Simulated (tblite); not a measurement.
Compound: C7H8BCl.
Numbering: `[CH2:1]=[C:2]1[BH:3]/[C:4](=[CH:5]/[CH2:6][Cl:7])[CH:8]=[CH:9]1` (hydrogens: H10, H11 on C1; H12 on B3; H13 on C5; H14, H15 on C6; H16 on C8; H17 on C9)

Computed with GFN2-xTB (tblite), gas phase: L-BFGS steps from a force-field or distance-geometry start until the largest atomic force falls under 0.01 eV/Å.

Step 2: E = -673.7387 eV
```
atom  x, y, z in Å  |  force x, y, z in eV/Å
C1      3.2106   -0.4060   -0.3069    0.006   0.016   0.138
C2      1.9292   -0.2154    0.0261    0.082   0.035  -0.035
B3      0.7236   -0.0744   -0.9392    0.092  -0.368  -0.022
C4     -0.4760    0.1252    0.0233   -0.014   0.000  -0.091
C5     -1.7598    0.2984   -0.3241    0.172   0.178   0.155
C6     -2.8547    0.4675    0.6573    0.056  -0.116  -0.198
Cl7    -4.0106   -0.8826    0.4047   -0.180  -0.127   0.146
C8      0.0563    0.0578    1.3805    0.344  -0.028   0.000
C9      1.3893   -0.1357    1.3820   -0.132   0.100  -0.036
H10     3.9803   -0.5096    0.4424    0.143  -0.035  -0.098
H11     3.4889   -0.4536   -1.3497    0.132  -0.008   0.193
H12     0.7430   -0.2993   -2.0778   -0.121   0.186  -0.120
H13    -2.0023    0.3203   -1.3756   -0.214   0.013   0.020
H14    -2.4659    0.4109    1.6794   -0.391   0.088  -0.204
H15    -3.4180    1.3770    0.4595   -0.050   0.100   0.195
H16    -0.5271    0.1418    2.2824   -0.041   0.006  -0.028
H17     1.9861   -0.2101    2.2753    0.117  -0.041  -0.014
```

Step 3: E = -673.7548 eV
```
atom  x, y, z in Å  |  force x, y, z in eV/Å
C1      3.2113   -0.4058   -0.3042    0.060   0.007   0.097
C2      1.9313   -0.2145    0.0254   -0.030   0.014   0.009
B3      0.7248   -0.0827   -0.9401    0.084  -0.280  -0.011
C4     -0.4747    0.1251    0.0210    0.156  -0.038   0.036
C5     -1.7557    0.3023   -0.3218   -0.058   0.139  -0.041
C6     -2.8553    0.4667    0.6534   -0.004  -0.098  -0.156
Cl7    -4.0147   -0.8857    0.4079   -0.123  -0.074   0.117
C8      0.0627    0.0573    1.3807   -0.177   0.051   0.007
C9      1.3875   -0.1336    1.3817    0.325   0.023   0.009
H10     3.9830   -0.5103    0.4398    0.171  -0.030  -0.023
H11     3.4915   -0.4538   -1.3447    0.137  -0.013   0.118
H12     0.7404   -0.2951   -2.0801   -0.107   0.157  -0.139
H13    -2.0071    0.3206   -1.3748   -0.150   0.017   0.101
H14    -2.4746    0.4128    1.6747   -0.318   0.059  -0.090
H15    -3.4181    1.3779    0.4641   -0.067   0.094   0.135
H16    -0.5279    0.1419    2.2819    0.025  -0.001  -0.104
H17     1.9885   -0.2110    2.2747    0.076  -0.028  -0.064
```

Problem. Estimate the geometry and energy of step 4. (The exact step hangs on the optimiser's Hessian estimate; all steps are aligned on step 3, rigid shifts and turns removed.)

Solution. E = -673.7744 eV, largest force 0.498 eV/Å
```
atom  x, y, z in Å  |  force x, y, z in eV/Å
C1      3.2147   -0.4054   -0.2992    0.012   0.011   0.080
C2      1.9335   -0.2131    0.0252    0.048  -0.068   0.002
B3      0.7277   -0.1001   -0.9419    0.035  -0.102  -0.007
C4     -0.4698    0.1241    0.0187    0.137  -0.065   0.094
C5     -1.7500    0.3104   -0.3207   -0.216   0.022  -0.138
C6     -2.8580    0.4649    0.6448   -0.080  -0.043  -0.055
Cl7    -4.0232   -0.8917    0.4150   -0.030   0.016   0.057
C8      0.0691    0.0575    1.3803   -0.461   0.095   0.016
C9      1.3906   -0.1301    1.3808    0.492  -0.032   0.073
H10     3.9907   -0.5120    0.4359    0.195  -0.012   0.095
H11     3.4982   -0.4542   -1.3347    0.145  -0.025  -0.033
H12     0.7344   -0.2857   -2.0862   -0.076   0.106  -0.130
H13    -2.0170    0.3214   -1.3712   -0.054   0.027   0.097
H14    -2.4934    0.4166    1.6666   -0.179   0.003   0.083
H15    -3.4193    1.3802    0.4738   -0.105   0.076   0.015
H16    -0.5290    0.1421    2.2794    0.080  -0.004  -0.158
H17     1.9940   -0.2129    2.2731    0.056  -0.006  -0.090
```

The energy changes by -0.0195 eV. The first-order estimate −F·Δx gives -0.0288 eV and the mean of the old and new forces, exact on a quadratic surface, -0.0195 eV. The step makes an angle of 36° with the force vector and moves no atom by more than 0.021 Å.

The cost below is that of the whole relaxation. Time: 1.3 s. Hardware: one thread of an Intel Xeon at 2.50 GHz, no GPU, shared host with 64 logical CPUs at a one-minute load of 64.
